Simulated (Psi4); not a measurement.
Complex: NH3 (SMILES N) (first 4 atoms) with PH3 (SMILES P); geometry from B3LYP-D3(BJ)/def2-TZVP, rigid monomers moved along the line of their centres of mass till N1···P5 is 5.80 Å.
(charge 0, multiplicity 1):
```csv
atom,x (Å),y (Å),z (Å)
N,-0.0643,-0.1165,0.0765
H,-0.9063,-0.6806,0.0766
H,-0.3421,0.8358,-0.1314
H,0.5202,-0.4387,-0.6864
P,-0.0373,0.8666,5.7942
H,1.2082,1.3667,5.3464
H,0.3217,0.9389,7.1695
H,0.3504,-0.4883,5.6673
```

All values below come from SAPT0/jun-cc-pV(D+d)Z in Psi4.

Which attractive term is largest, and how does the interaction split up?

electrostatics -6.0, exchange 0.0, induction -0.4, dispersion -1.5, total -7.9 meV; the largest attraction is electrostatics.
